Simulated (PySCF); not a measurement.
# Electron affinity of Os by level of theory

Os⁻ [Xe] 4f14 5d7 6s2 (4F) → Os [Xe] 4f14 5d6 6s2 (5D), as a difference of total energies. Computed with PySCF 2.14 in aug-cc-pVQZ-PP with ECP60MDF (7s7p6d4f3g2h, 135 functions), with a scalar-relativistic core potential. Correlated levels: valence: 5s2 5p6 frozen. The calculations carry no spin-orbit coupling.

```tsv
method	electron affinity (eV)
UHF	-0.621
LDA	1.374
PBE	1.257
PBE0	0.970
r2SCAN	1.004
M06-L	0.890
MN15	1.015
BHandHLYP	0.670
MP2 (valence)	0.709
SCS-MP2 (valence)	0.827
```

The reference lies between the lowest fine-structure levels, while these numbers refer to the centres of the terms.

A negative affinity means that the anion lies above the atom at that level of theory.

In the anion the highest occupied orbital energy is positive at LDA, PBE, PBE0, r2SCAN, M06-L, MN15, a self-interaction effect; the basis confines that electron, and the energy difference can still be sensible.

For comparison: 1.078 eV (measured; photodetachment measurements, as compiled on the Wikipedia data page of electron affinities).
